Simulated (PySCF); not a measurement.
C5H7ClS.
Geometry (GFN2-xTB, Å), atoms numbered from 1 in this order:
```xyz
14
C5H7ClS angstrom
S     -2.162    1.518   -1.281
C     -0.984    0.675   -0.565
C     -0.756   -0.796   -0.706
C      0.236   -1.148    0.402
C      1.058    0.127    0.571
Cl     2.331    0.198   -0.694
C      0.053    1.253    0.350
H     -1.687   -1.360   -0.660
H     -0.312   -0.977   -1.689
H     -0.294   -1.353    1.334
H      0.856   -2.009    0.158
H      1.581    0.187    1.525
H      0.499    2.157   -0.065
H     -0.420    1.529    1.297
```

NICS is the negative of the GIAO shielding at a point without a nucleus: at the ring centre (0) and 1 Å above and below it (1); zz is the component along the ring normal. Level: GIAO PBE0/pcSseg-1 (PySCF, non-relativistic, gas phase) on the GFN2-xTB geometry, one conformer.

Ring bond lengths (Å), with Mayer bond orders in brackets: C2–C3 1.495 (0.97), C3–C4 1.529 (1.01), C4–C5 1.526 (0.99), C5–C7 1.526 (0.97), C7–C2 1.498 (0.95).

Task: What do the NICS probes read (ppm)?

Result: 
| ring | type | NICS(0) | NICS(1), two faces | NICS(1)zz, two faces | rms pucker (Å) | centre to ring atoms, mean (Å) |
| --- | --- | --- | --- | --- | --- | --- |
| C2–C3–C4–C5–C7 | 5-membered carbocycle; formal bonds all single | 2.9 | -2.5 / -2.5 | -3.5 / -4.1 | 0.16 | 1.27 |

Task: What can be read from them?

Result: 
- C2–C3–C4–C5–C7: mean NICS(1)zz -3.8 ppm, shielded. C3, C4, C5, C7 have four or more neighbours, so the value isn't read as a sign of a π ring current. A hydrogen on C4, outside the ring, lies only 1.45 Å from a NICS(1) probe, which then mostly feels that atom. NICS(0) lies 5 ppm above the mean NICS(1).
